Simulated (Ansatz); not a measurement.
Cartesian coordinates in Å:
```
Cl 2.417 2.029 0.561
B 1.231 0.872 0.096
B 0.579 -0.547 0.709
C -0.901 -0.545 0.447
Al -0.308 0.375 -1.253
H 1.154 -1.575 0.933
H -1.600 -1.337 0.692
H -1.448 0.440 0.424
H -1.123 0.288 -2.609
```

Charge 0, multiplicity 1.

Problem. List the ωB97M-V/def2-TZVPP orbital energies in eV (the Gaussian-basis code of Ansatz). (Best estimate.)

Solution. The calculation gave: Occupied: -2772.22, -1532.51, -281.30, -262.62, -200.08, -200.01, -199.93, -188.79, -186.93, -117.10, -76.76, -76.61, -76.54, -26.26, -22.65, -17.37, -15.50, -15.06, -13.28, -12.63, -12.32, -12.02, -11.70, -10.08, -8.13. Lowest empty: -0.89, 1.02, 1.39, 1.95, 2.19, 2.69, 3.29, 3.47.
